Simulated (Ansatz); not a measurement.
Mulliken charges of `[SiH3][SiH]1C=N1` from ωB97M-V/def2-TZVPP in Ansatz (PBE0-D4/def2-TZVP geometry).

```tsv
atom	x (Å)	y (Å)	z (Å)	charge (e)
Si1	-0.983	0.903	-0.898	0.051
Si2	-0.048	-0.771	0.411	0.191
C3	1.693	-0.767	0.838	-0.056
N4	1.024	-0.263	1.788	-0.266
H5	-1.276	0.379	-2.259	-0.013
H6	-2.252	1.398	-0.301	-0.009
H7	-0.005	2.017	-0.992	-0.005
H8	-0.832	-2.007	0.646	-0.028
H9	2.768	-0.934	0.751	0.134
```

Task: By hand: the dipole of these point charges (1 e Å = 4.8032 D).

Result: Σ q r = (0.005, -0.085, -0.370) e Å, of length 0.380 e Å = 1.83 D.

Task: How does the dipole of the full density compare? (Estimate.)

Result: Computed: (-0.020, -0.109, -0.381) e Å, 1.91 D; the point charges give 0.96 times that, at 5° from its direction.

Point charges leave out the atoms' own dipoles, such as those of lone pairs, and Mulliken's split depends on the basis, so the close match here is no proof of good charges.
